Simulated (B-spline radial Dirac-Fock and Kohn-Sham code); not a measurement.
How the settings move the core levels of Ar⁺

ΔSCF core binding energies without Breit or QED terms, calculated with a radial B-spline solver. Keys: rel is the Hamiltonian (dirac, or spin-free x2c and nr, where L3 and M5 stand for the whole 2p and 3d shells), method is hf or an exchange,correlation pair (spin-unpolarised, also for the hole states), nuc the nuclear model, radius_factor scales its radius, rmax is the box in bohr, h the logarithmic mesh step, order the B-spline order, points the quadrature points per cell, c_factor scales the speed of light, and damp, ndamp, maxit and tol steer the iteration. The run stops when the commutator error falls below 10·tol·max(1, Z/10), or the numerical noise floor, and the energy has settled to about 1e-8 Ha; the virial ratio is −V/T.

Base input:

```json
{"items": [{"Z": 18, "q": 1, "cfg": [[1, 0, 2], [2, 0, 2], [2, 1, 6], [3, 0, 2], [3, 1, 5]], "A": 40, "rrms": 3.4274, "do": "settings", "holes": ["K", "L3", "M5"],
  "settings": [{"rel": "dirac", "method": "hf", "nuc": "fermi", "radius_factor": 1.0, "rmax": 45.0, "h": 0.3, "order": 8, "points": 10, "c_factor": 1.0, "maxit": 60, "damp": 0.5, "ndamp": 3, "tol": 1e-08}]}]}
```

The ground state converged in 9 iterations, with total energy -528.14154 Ha, virial ratio 1.99292 and highest orbital energy -28.36 eV. ΔSCF binding energies: K (1s) 3225.2 eV. Holes are computed only in closed shells, and unreliable hole states are left out.

Changes from the base run:

```
                             changed setting  Δ total energy (Ha)  Δ K (eV)  iterations
                                   order = 7              0.00000      0.00           9
             rmax = 25.0; h = 0.5; order = 7             +0.00249     +0.02           9
rel = "nr"; radius_factor = 1.2; rmax = 25.0                    ?         ?           ?
                        method = "pw91,pw91"             -0.69098    +13.91           9
                         radius_factor = 1.2             +0.00030      0.00           9
                                  damp = 0.8              0.00000      0.00          10
                                  rel = "nr"             +1.86701    -13.78           9
```

Problem. What does the change rel = "nr"; radius_factor = 1.2; rmax = 25.0 do?

Solution. The total energy moves by +1.86701 Ha and the binding energies by K -13.78 eV; the run takes 9 iterations.
